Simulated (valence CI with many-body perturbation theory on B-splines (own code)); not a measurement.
**Pd XXV: magnetic and hyperfine properties of the levels**

Computed by valence CI with perturbative core correlation (CI+MBPT): four valence electrons over a frozen Dirac-Fock core [Ar], a basis of 7 s, 7 p, 8 d, 6 f, 4 g, 1 h functions for each j, with the one-electron correlation potential Σ1, the two-electron term Σ2, the three-electron term Σ3, Breit, model QED; selected CI, second order for the rest, scaled by the run's own slope (own B-spline code, finite nucleus).

No measured levels were compared; by estimate terms of the open shell hold to 2 to 4 % of their energy, and close levels can change places. Only levels of the ground parity were solved; by the run's estimate the other parity begins above the list, which can be wrong where configurations are misplaced.

A/g_I is the dipole constant over the nuclear g factor μ/I (μ in nuclear magnetons, uniformly magnetised nucleus), B/Q the quadrupole constant per barn. Both hold the static response of the core; the bare values leave it out. Large factors of s and p1/2 electrons are usually good to 5 to 10 %; those of open d and f shells near neutrality can be off by tens of per cent, and small factors of p3/2, d and f electrons come from cancelling terms and can be off by a factor of two or in sign, in half-filled shells by more. B is blank for J = 1/2, where it vanishes, and for nearly pure S terms. Energies count from the lowest level. Levels with J = 0 are left out.

Names give the largest LS component (configuration and term), which can be under half, so a name can repeat, a term be missing and a line seem to break the LS rules; names also repeat where a configuration has a term twice. Letters in brackets count levels of one name in rising energy.

```csv
Level,E (eV),g,A/g_I (MHz),A/g_I bare,B/Q (MHz/b),B/Q bare
3d⁴ ⁵D_1,2.879,1.496,-26.0,408,4230,4320
3d⁴ ⁵D_2,5.281,1.471,2910,3310,3290,3370
3d⁴ ⁵D_3,7.103,1.449,5100,5470,-2190,-2250
3d⁴ ⁵D_4,8.198,1.384,7220,7530,-9890,-10100
3d⁴ ³H_4,13.154,0.983,9790,9810,3350,3420
3d⁴ ³G_3,15.707,0.904,10500,10400,1770,1810
3d⁴ ³F_2 [a],16.240,0.806,10100,9980,3820,3910
3d⁴ ³H_5,16.394,1.070,9330,9420,8610,8810
3d⁴ ³P_1 [a],16.579,1.380,6960,7270,-552,-575
3d⁴ ³H_6,17.679,1.120,9500,9620,8590,8790
3d⁴ ³G_4,19.381,1.032,10100,10200,-4820,-4930
3d⁴ ³P_2 [a],20.111,1.270,7110,7350,886,901
3d⁴ ³F_4 [a],20.551,1.130,7890,8030,875,895
3d⁴ ³F_3 [a],21.183,1.153,9270,9420,2300,2350
3d⁴ ³D_3,22.686,1.103,7200,7320,549,563
3d⁴ ³G_5,23.969,1.157,7990,8150,-5510,-5650
3d⁴ ³P_2 [b],24.058,1.157,10600,10800,2840,2910
3d⁴ ¹I_6,25.260,1.040,9470,9530,12300,12600
3d⁴ ³D_1,25.268,0.633,12900,12600,3290,3370
3d⁴ ¹G_4 [a],28.505,1.081,7960,8060,4400,4510
3d⁴ ³P_2 [c],29.483,1.137,8760,8890,1860,1900
3d⁴ ¹F_3,30.740,1.055,8910,8990,10200,10400
3d⁴ ³P_2 [d],32.975,1.286,7140,7390,4220,4330
3d⁴ ³F_4 [b],34.805,1.174,6890,7060,2700,2760
3d⁴ ³F_2 [b],36.501,0.849,11700,11600,9060,9270
3d⁴ ³F_3 [b],36.768,1.067,9810,9890,12600,12900
3d⁴ ³P_1 [b],37.351,1.480,1720,2140,-4410,-4520
3d⁴ ¹G_4 [b],39.337,1.044,9960,10000,6500,6650
3d⁴ ¹D_2,48.220,0.998,9340,9370,-14400,-14700
```

(1) Take the isotope of mass number 105, with I = 5/2, μ = -0.642 μN and Q = 0.66 b. What is the hyperfine structure of 3d⁴ ³F_2 [a]?

Answers

(1) From the table A = -2590 MHz, B = 2520 MHz. Shifts from the centre of gravity in MHz: F = 1/2: 19900, F = 3/2: 14900, F = 5/2: 7140, F = 7/2: -2370, F = 9/2: -12300.
